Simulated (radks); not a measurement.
All-electron atom: Cs XXXIV in [Ar] 3d4 (the NIST ground configuration).

Method: Dirac Kohn-Sham, BLYP, spin-unpolarised, spherical densities, finite nucleus; open shells fill j = l - 1/2 first; Fermi nuclear charge, rms radius 4.8041 fm; computed with a radial shooting solver on a logarithmic mesh with Libxc functionals.

Energy parts (eV):
total: -191258.00
kinetic: 204940.09
electron-nucleus: -429005.38
Hartree: 36613.75
exchange-correlation: -3806.46

Orbitals (lengths in bohr, moments of r in powers of bohr):
| orbital | occ. | eigenvalue (eV) | <r^2> | <r> |
|---|---|---|---|---|
| 1s1/2 | 2 | -37344.05 | 0.0009249 | 0.02611 |
| 2s1/2 | 2 | -7143.831 | 0.01457 | 0.1110 |
| 2p1/2 | 2 | -6824.165 | 0.01073 | 0.09343 |
| 2p3/2 | 4 | -6467.932 | 0.01196 | 0.09919 |
| 3s1/2 | 2 | -2498.487 | 0.09037 | 0.2815 |
| 3p1/2 | 2 | -2372.958 | 0.08381 | 0.2691 |
| 3p3/2 | 4 | -2293.233 | 0.08972 | 0.2787 |
| 3d3/2 | 4 | -2091.082 | 0.06987 | 0.2451 |
| 3d5/2 | 0 | -2072.938 | 0.07145 | 0.2481 |
| 4s1/2 | 0 | -1248.402 | 0.3481 | 0.5566 |
| 4p1/2 | 0 | -1196.051 | 0.3458 | 0.5528 |
| 4p3/2 | 0 | -1169.277 | 0.3632 | 0.5668 |

The highest occupied level is 3d3/2 at -2091.1 eV. Summed over all electrons, <r^2> = 1.087 bohr^2, which gives a Langevin (diamagnetic) susceptibility term of -0.861 x 10^-6 cm^3/mol. For comparison, the ionisation energy in NIST's Atomic Spectra Database is 2137 eV (theoretical). In exact Kohn-Sham theory the highest level is minus the ionisation energy, but local and semilocal functionals leave it too shallow, through self-interaction and a potential that decays too fast; potentials with the right tail come closer. The electron density at the nucleus is 2.961e+05 e/bohr^3.

Beside tabulated values, note that spin-unpolarised runs miss the spin-polarisation part of the exchange energy of open shells.
